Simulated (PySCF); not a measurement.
Ge(H)2(OEt)(NH2) (C2H9GeNO), SMILES CC[O][GeH2][NH2].

Coordinates come from a PBE-D3(BJ)/def2-SVP optimisation. One conformer was computed; it need not be the lowest.

All values below come from PySCF with M06-2X/def2-TZVP.

Isolated molecule, no solvent.

* **total energy**: -2288.62702 hartree
* **highest occupied level**: -8.97 eV
* **lowest empty level**: 1.24 eV
* **orbital gap**: 10.21 eV
* **dipole moment**: 2.00 D
* **quadrupole, principal values (traceless, Buckingham form, about the centre of nuclear charge)**: -4.73, -0.90, 5.63 D·Å
* **mean static polarisability**: 66.2 bohr³ (9.82 Å³)
* **polarisability, principal values**: 60.7, 63.4, 74.6 bohr³
